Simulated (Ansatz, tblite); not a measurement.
Removing an electron: As2H4. The state is a singlet with charge 0. Geometry: PBE0-D4/def2-TZVP. Ansatz, gas phase; energy differences of separate SCF runs; the oxidised species was run as a doublet alone.

```csv
atom,x (Å),y (Å),z (Å)
As1,-0.294,-1.093,0.472
As2,0.291,1.094,-0.473
H3,0.621,-0.877,1.673
H4,-1.478,-0.507,1.234
H5,1.479,0.508,-1.229
H6,-0.619,0.876,-1.677
```

The xTB rows come from tblite. Correlated methods freeze 18 core orbitals; core or outer-core shells of As are correlated, in sets that lack core-valence functions.

(1) Estimate orbital energies and vertical ionisation energies at: GFN1-xTB; GFN2-xTB; HF/def2-TZVPP; PBE-D4/def2-TZVP; r2SCAN-D4/def2-TZVP; PBE0-D4/def2-TZVP; MP2/def2-TZVPP; CCSD/def2-TZVPP; CCSD(T)/def2-TZVPP.

Results:

(1) 
```
              level  −HOMO (eV)  vertical IE (eV)  −LUMO (eV)  HOMO–LUMO gap (eV)
           GFN1-xTB       10.49             14.54        5.74                4.76
           GFN2-xTB       10.14             13.42        5.01                5.14
      HF/def2-TZVPP           –              8.14           –                   –
   PBE-D4/def2-TZVP        5.93              8.91        1.35                4.58
r2SCAN-D4/def2-TZVP        6.19              9.00        1.20                4.99
  PBE0-D4/def2-TZVP        6.93              9.01        0.57                6.36
     MP2/def2-TZVPP           –              9.15           –                   –
    CCSD/def2-TZVPP           –              9.03           –                   –
 CCSD(T)/def2-TZVPP           –              9.07           –                   –
```

Relaxing the oxidised species (PBE0-D4/def2-TZVP) changes its energy by -0.35 eV at PBE0-D4/def2-TZVP, so the adiabatic ionisation energy to this nearest minimum is 8.66 eV. At PBE-D4/def2-TZVP it is 8.62 eV.   Raw xTB energy differences between charge states are shifted by several eV; the methods need an empirical correction for them.
